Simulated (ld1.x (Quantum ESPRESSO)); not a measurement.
Values are calculated unless marked as measured or tabulated.
**Hardness and transferability of assorted potentials**

Generated with ld1.x 7.5 (TM, RRKJ, ultrasoft, PAW), atompaw 4.2 or ONCVPSP 4.0.1. The cutoff is in Ry: for ld1.x and atompaw files where the sum of valence levels is converged to 10 mRy in a Bessel basis, for ONCV files where the hardest occupied wave has 1 mHa per electron of residual kinetic energy. The error is the largest all-electron minus pseudo excitation energy over each file’s own four to seven test configurations (ionisations up to +4, promotions, holes and added fractions of an electron), all of which were solved. The labels leave out finer settings (local radius, basis sizes, second energies), which also bear on the numbers. Spin-polarised tests are not counted. The rows are a selection from randomly drawn settings: files with unsolved tests, undetermined cutoffs or missed reference levels are left out.

```csv
element,potential,cutoff (Ry),largest error (meV),bound ghosts
B,"ultrasoft, PBEsol, non-relativistic, rc 1.50/2.90/3.00 (spd), local smoothed, core correction yes, reference 2s2 2p0",6,-25,none
Al,"TM, LDA (PZ), scalar-relativistic, rc 1.85/2.15/1.90 (spd), local p, core correction no, reference 3s1.75 3p1.25",10,+74,none
S,"RRKJ, PBEsol, scalar-relativistic, rc 1.05/1.10/0.85 (spd), local s, core correction yes, reference 3s2 3p4",100,+190,none
Ga,"PAW, revPBE, scalar-relativistic, rc 1.80/1.05/1.00 (spd), local smoothed, core correction yes, reference 3p6 3d10 4s2 4p0.5",160,-71,none
Ga,"TM semilocal, LDA (PZ), scalar-relativistic, rc 1.75/2.00/1.55 (spd), local s, core correction yes, reference 4s1 4p0",12,-135,none
Se,"RRKJ, PBE, scalar-relativistic, rc 1.35/1.55 (sp), local s, core correction no, reference 4s2 4p4",40,-47,none
Ag,"TM, LDA (PZ), fully relativistic, rc 2.40/2.35/1.70 (spd), local p, core correction yes, reference 4d9 5s0 5p0",70,-297,none
Os,"TM, PBE, scalar-relativistic, rc 2.05/2.75/1.60/2.95 (spdf), local smoothed, core correction yes, reference 5d6 6s1 6p1",35,-106,none
```

(1) Fill in the row for Bi: RRKJ, PBE, non-relativistic, rc 1.85/2.20/1.10 (spd), local s, core correction no, reference 5d10 6s2 6p2.

(2) Fill in the row for Pt: TM, LDA (PZ), scalar-relativistic, rc 2.10/2.45/1.65/2.55 (spdf), local s, core correction yes, reference 5d9.5 6s0.5 6p0.

Results:

(1) cutoff 140 Ry, largest error -268 meV, bound ghosts: none.

(2) cutoff 40 Ry, largest error -1230 meV, bound ghosts: none.
